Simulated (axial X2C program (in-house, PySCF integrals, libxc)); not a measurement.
What spin–orbit coupling does to SeF⁺

Calculated with an axial X2C code built on PySCF integrals. Spin-free means the one-electron spin-free X2C Hamiltonian; two-component (2c) means X2C with spin–orbit coupling and atomic mean-field two-electron Coulomb and Gaunt terms, so the difference of the two also holds small scalar two-electron terms. Basis: Se dyall-cv3z [8s9p6d4f1g], F dyall-av3z [7s6p3d2f] (cores contracted in-house); Gaussian nuclei, density fitting, unrestricted open shells. Masses: Se 79.917 u, F 18.998 u.

Spin-free state: M_S = 1, Λ = 0 (beyond evenly filled blocks: π+α, π-α); fragments Se+ + F.

| level | Re (Å) | ωe (cm⁻¹) | De (eV) | μ (D) |
| --- | --- | --- | --- | --- |
| PBE0 | 1.657 | 833.1 | 3.417 | -1.84 |
| BP86 | 1.687 | 775.9 | 3.999 | -1.68 |

Dipoles are positive if F is the positive end and refer to the centre of mass.

Two-component determinant lowest at the distance of the search:

Ω = 1 (⟨Sz⟩ = 1.00, ⟨Lz⟩ = 0.00 at PBE0); fragments Se+ + F.

| level | Re (Å) | ωe (cm⁻¹) | De (eV) | μ (D) |
| --- | --- | --- | --- | --- |
| PBE0 | 1.658 | 832.0 | 3.397 | -1.85 |
| BP86 | 1.687 | 774.7 | 3.976 | -1.68 |

(1) From the two tables, how do the constants change at the PBE0 level (2c against spin-free)?

Occupations by symmetry block were frozen at the best pattern of an incomplete PBE0 search. De is counted from the lowest determinant-based energies of the atoms at the same level, without counterpoise correction. Density functionals use the spin component along the axis (collinear). A 2c atom that is not at its ground J level misses part of its spin–orbit lowering, and De is too large by that part (0.04 eV or less for light atoms). This holds for PBE0, BP86. Without a current term, density functionals place determinants with orbital angular momentum somewhat too high. With several unpaired electrons one determinant need not be a pure state. Open-shell Ω = 0 determinants with evenly filled partner blocks cannot be reached by this program, so the Ω shown need not be the lowest component. This is the Ω = 1 component of a π² triplet; the 0⁺ component is not one determinant and can lie lowest.

## Answers

(1) At the PBE0 level Re increases by 0.001 Å and ωe goes down by 1.1 cm⁻¹; De is not compared, since the atomic limits differ or miss part of their spin–orbit lowering.
